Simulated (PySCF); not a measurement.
Isomers of C8H13P, one GFN2-xTB conformer each. Single-point energies are computed at PBE0/pcSseg-1 (PySCF, gas phase, no added dispersion term), electronic only.

Question: Rank them by PBE0/pcSseg-1 energy, lowest first (kJ/mol).
A. `[CH2:1]=[P:2]1([C:3]2=[CH:4][CH2:5][CH2:6][CH2:7]2)[CH2:8][CH2:9]1` with C1–P2–C3–C4 8°, C3–C4–C5–C6 -13°, C4–C5–C6–C7 20°, C5–C6–C7–C3 -21°, C1–P2–C8–C9 102°
B. `[CH2:1]=[CH:2][P:3]([C:4]#[C:5][CH3:6])[CH:7]([CH3:8])[CH3:9]` with C1–C2–P3–C4 -19°, C2–P3–C7–C8 165°
C. `[CH2:1]=[CH:2][C:3]1=[C:4]([CH:5]([CH3:6])[CH3:7])[P:8]1[CH3:9]` with C1–C2–C3–C4 -178°, C3–C4–C5–C6 0°

Answer: C (0.0), B (30.9), A (102.7).

GFN2-xTB itself gives, in the same order: 0.0, 21.1, 67.1. Both levels put the same isomer lowest; measured from each level's own lowest isomer, the values differ by up to 35.6 kJ/mol (C=P1(C2=CCCC2)CC1: 67.1 against 102.7).

Which frontier levels, dipoles and rotational constants go with these structures?

```json
{"SMILES": "C=CC1=C(C(C)C)P1C", "HOMO (eV, PBE0/pcSseg-1)": "-6.12", "LUMO (eV)": "-1.05", "dipole (D)": "1.73", "A, B, C (MHz)": "1657, 1020, 732.2"}
{"SMILES": "C=CP(C#CC)C(C)C", "HOMO (eV, PBE0/pcSseg-1)": "-6.35", "LUMO (eV)": "-0.06", "dipole (D)": "1.75", "A, B, C (MHz)": "1687, 968.3, 676.6"}
{"SMILES": "C=P1(C2=CCCC2)CC1", "HOMO (eV, PBE0/pcSseg-1)": "-5.41", "LUMO (eV)": "-0.33", "dipole (D)": "3.87", "A, B, C (MHz)": "2823, 925.1, 755.0"}
```

As an exercise, what shares would exp(−E/RT) give at 1000 K from these electronic energies alone (no entropy, no degeneracies)?

RT = 8.314 kJ/mol: C=CC1=C(C(C)C)P1C 97.6 %, C=CP(C#CC)C(C)C 2.4 %, C=P1(C2=CCCC2)CC1 under 0.1 %.
